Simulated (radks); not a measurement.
Values are calculated unless marked as measured or tabulated.
W59+, configuration [Ne] 3s2 3p3.

Level of theory: non-relativistic Kohn-Sham, TPSS, spin-polarised, spherical densities, point nucleus; open shells are filled with parallel spins first (spin-orbit coupling, left out, can overturn this in heavy ions); meta-GGA in the generalised Kohn-Sham scheme; relativity is left out, which matters for an element this heavy (a radial shooting solver on a logarithmic mesh with Libxc functionals).

Energy parts (Ry):
part                       energy
total                 -22954.7388
kinetic                22953.4290
electron-nucleus      -47827.4788
Hartree                 2214.1818
exchange-correlation    -294.8708

Orbitals (lengths in bohr, moments of r in powers of bohr; <r^-3> diverges for s and p1/2; r(max) is where P^2 peaks):
orbital,occ.,eigenvalue (Ry),r(max),<r^-3>,<r^4>
1s up,1,-5026.124,0.01358,-,7.883e-07
1s down,1,-5025.335,0.01358,-,7.881e-07
2s up,1,-1092.966,0.07348,-,0.0001206
2s down,1,-1092.507,0.07349,-,0.0001201
2p up,3,-1064.926,0.05702,14520,0.00007530
2p down,3,-1064.136,0.05706,14510,0.00007513
3s up,1,-449.2124,0.1919,-,0.003033
3s down,1,-446.3857,0.1921,-,0.003062
3p up,3,-438.4708,0.1795,3801,0.002571
3p down,0,-435.6149,0.1797,3794,0.002594
3d up,0,-422.0005,0.1391,687.0,0.001533
3d down,0,-419.7766,0.1384,691.7,0.001531
4s up,0,-242.0639,0.3742,-,0.03174
4s down,0,-241.1754,0.3749,-,0.03203

The highest occupied level is 3p up at -5965.7 eV. The spin density at the nucleus is 15.95 e/bohr^3 (1s -11.94, 2s 1.98, 3s 25.91). Spin moment in Bohr magnetons: 3. Summed over all electrons, <r^2> = 0.2721 bohr^2, which gives a Langevin (diamagnetic) susceptibility term of -0.215 x 10^-6 cm^3/mol. The electron density at the nucleus is 2.907e+05 e/bohr^3. The density falls to 0.001 e/bohr^3 at r = 0.58 bohr. Virial ratio -V/T = 2.00006.
